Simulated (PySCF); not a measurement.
SMILES C[N](C)[Be][SiH3] at its PBE0/def2-SVP optimised geometry (Å):

```
14

Be    -1.3693    -1.8031    -1.6926
N     -1.9433    -2.5439    -2.8762
C     -3.1150    -2.1051    -3.5947
C     -1.3761    -3.7617    -3.4023
H     -2.8940    -1.9083    -4.6623
H     -3.9244    -2.8610    -3.5641
H     -3.5191    -1.1739    -3.1661
H     -2.0959    -4.6028    -3.3619
H     -1.0669    -3.6489    -4.4602
H     -0.4844    -4.0650    -2.8304
Si    -0.5423    -0.7215     0.0000
H      0.9595    -0.7215     0.0000
H     -0.9640    -1.2809     1.3275
H     -0.9595     0.7215     0.0000
```

Calculation: PBE0/def2-TZVP (PySCF). Cells within 0.4 Å of a nucleus heavier than hydrogen are left out (blank, or x).

Map of the electrostatic potential (hartree/e), clipped to [-0.08, 0.12] on the plane z = 0.0 Å:

```
|0000000000000000000000000000000|
|0000000000000000000000000000000|
|0000000000000000000000000000000|
|0000000000000000000000000000000|
|0000000000000000000000000000000|
|0000000000000000000000000000000|
|0000000011110000000000000000000|
|0000000123332100000000000000000|
|0000001247875210000000000000000|
|0000012499999520000000000000000|
|0000013799999941100000000000000|
|0000013999999963210000000000000|
|0000113999999996421000000000000|
|1111123899999999853110000000000|
|1111234899999999995321100000000|
|1112247999999999999764310000000|
|1122369999999999999999731000000|
|112347999999xx99999999963100000|
|12235899999xxxx9999999993100000|
|12235899999xxxx9999999994100000|
|12234799999xxx99999999973100000|
|1223469999999999999999942100000|
|1222357999999999999986421000000|
|1122345899999999997432110000000|
|1122234589999999974311100000000|
|1112223457999999753211000000000|
|1111222334567776532110000000000|
|1111122223344444322111000000000|
|1111112222233333221111000000000|
|1111111222222222221111100000000|
|1111111122222222211111110000000|
```
Scale: ten equal steps from -0.015 (start of '0') to 0.120 (end of '9'), in the order '0123456789'; x runs from -3.00 to 3.00, y from -3.00 (bottom) to 3.00 (top).
